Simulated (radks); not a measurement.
Question: These are the eigenvalues of the occupied orbitals of an atom or ion with whole-number occupations (hartree). All-electron calculation, scalar-relativistic Kohn-Sham, r2SCAN, spin-polarised, spherical densities, finite nucleus; meta-GGA in the generalised Kohn-Sham scheme; Fermi nuclear charge, rms radius of each element as measured or else 0.836 A^(1/3) + 0.57 fm. Program: a radial shooting solver on a logarithmic mesh with Libxc functionals.

| orbital | eigenvalue |
|---|---|
| 1s up | -587.0647 |
| 1s down | -587.0647 |
| 2s up | -79.85110 |
| 2s down | -79.84965 |
| 2p up | -70.86266 |
| 2p down | -70.86165 |
| 3s up | -12.49583 |
| 3s down | -12.49484 |
| 3p up | -9.56239 |
| 3p down | -9.56127 |
| 3d up | -4.73763 |
| 3d down | -4.73595 |
| 4s up | -1.51584 |
| 4s down | -1.50565 |
| 4p up | -0.83441 |
| 4p down | -0.81978 |
| 5s up | -0.13932 |
| 4d up | -0.03706 |

Which element is it, and in what charge state? The configuration may be excited. Open shells, if any, are filled with parallel spins first.

Answer: Z = 38, strontium, charge 0: Sr in [Kr] 5s1 4d1. The list shows which subshells hold electrons but not how many an open one holds; the 1s level, -587.06 hartree, gives Z - s = 34.3 by -(Z - s)^2/2, which with screening and relativity narrows Z to a few neighbours, and the depths of the outer levels then fix element, charge and occupations together.
